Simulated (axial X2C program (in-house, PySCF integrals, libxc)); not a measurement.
Levels of HfH by electron attachment to HfH⁺ (EOM-EA-CCSD)

Computed with an axial X2C code built on PySCF integrals: two-component X2C with atomic mean-field Coulomb and Gaunt terms, Gaussian nuclei, basis Hf dyall-acv3z, H dyall-av3z with contracted cores.

R = 1.815 Å (near the PBE0 minimum at charge 0 of the determinant lowest at the starting distance; the state shown can have its own minimum elsewhere).

Levels of HfH obtained by attaching an electron to HfH⁺:

```csv
Ω,binding energy (eV),above lowest (cm⁻¹),attached spinor,one-particle weight
3/2,6.565,0,"84% Hf dδ, 14% Hf dπ",0.89
1/2,6.416,1203,"75% Hf dπ, 8% Hf pσ, 6% Hf pπ",0.91
5/2,6.205,2899,99% Hf dδ,0.88
3/2,6.099,3760,"74% Hf dπ, 16% Hf dδ",0.90
1/2,5.660,7300,"48% Hf pσ, 28% Hf dσ, 9% Hf dπ",0.93
1/2,4.894,13473,"78% Hf pπ, 12% H pπ",0.89
3/2,4.619,15691,"84% Hf pπ, 13% H pπ",0.89
```

**Question.** What is the splitting of the first π pair in the table, and is it regular or inverted?

**Answer.** E(3/2) − E(1/2) = 3760 − 1203 = 2557 cm⁻¹ at EOM-EA-CCSD: regular, Ω = 1/2 lower. Splittings at this level can be off by ten to twenty per cent.

This point took 31 s on 1 thread of Arm Neoverse N1, on a shared host.

Reference electrons by ω block (each with its −ω partner): 1/2: 21, 3/2: 10, 5/2: 4, 7/2: 1. 12 electrons of HfH⁺ correlated (inner shells frozen), 92 natural virtual spinors (a truncated set); levels can be off by some tenths of an eV. Roots sought by Ω: (1/2: 5, 3/2: 4, 5/2: 2, 7/2: 1); the list ends where they run out and leaves out roots under 60 % one-particle weight. The solver can skip a root, and states that need a further excitation, which the method places far too high, are missing though they may lie low or lowest. T1 of the reference 0.018 (Lee–Taylor). The reference was not checked to be the lowest state of its species. Number of frozen shells: Hf 4 s, 3 p, 2 d, 1 f; H none. Large amplitudes in the reference (orbital relaxation or multireference character) lower the reliability.
